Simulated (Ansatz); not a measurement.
```xyz
15

C     0.162    0.061   -2.101
C    -0.001    0.353   -0.806
Si   -1.453    1.402   -0.289
Si    1.223   -0.300    0.446
C     0.385   -1.391    1.713
H    -0.523    0.412   -2.871
H     0.994   -0.545   -2.458
H    -0.989    2.630    0.413
H    -2.246    1.786   -1.488
H    -2.329    0.657    0.657
H     2.273   -1.060   -0.291
H     1.871    0.847    1.144
H    -0.101   -2.243    1.231
H     1.111   -1.774    2.434
H    -0.377   -0.835    2.265
```

Charge 0, multiplicity 1.

Task: List the r2SCAN/def2-TZVPP orbital energies in eV (Ansatz). (Best estimate.)

Result: Computed: Occupied: -1790.84, -1790.72, -273.61, -272.99, -272.69, -141.32, -141.18, -96.17, -96.17, -96.16, -96.04, -96.03, -96.02, -20.12, -18.23, -15.21, -13.63, -12.44, -11.19, -10.55, -10.40, -9.63, -9.03, -8.54, -8.27, -8.16, -7.21, -7.11. Lowest empty: -1.62, 0.25, 0.36, 0.82, 1.24, 1.51, 1.66, 2.17.
